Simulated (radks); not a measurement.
Q: These are the eigenvalues of the occupied orbitals of an atom or ion with whole-number occupations (hartree). Calculated with a radial shooting solver on a logarithmic mesh with Libxc functionals: scalar-relativistic Kohn-Sham, LDA (Slater exchange, Perdew-Wang correlation), spin-polarised, spherical densities, finite nucleus; Fermi nuclear charge, rms radius of each element as measured or else 0.836 A^(1/3) + 0.57 fm.

orbital  eigenvalue
1s        -349.3797
2s        -42.48820
2p        -36.87623
3s         -4.72691
3p         -3.05988
3d         -0.38310
4s         -0.22856

Which element is it, and in what charge state? The configuration may be excited. Open shells, if any, are filled with parallel spins first.

A: Z = 30, zinc, charge 0: Zn in [Ar] 3d10 4s2. The list shows which subshells hold electrons but not how many an open one holds; the 1s level, -349.38 hartree, gives Z - s = 26.4 by -(Z - s)^2/2, which with screening and relativity narrows Z to a few neighbours, and the depths of the outer levels then fix element, charge and occupations together.
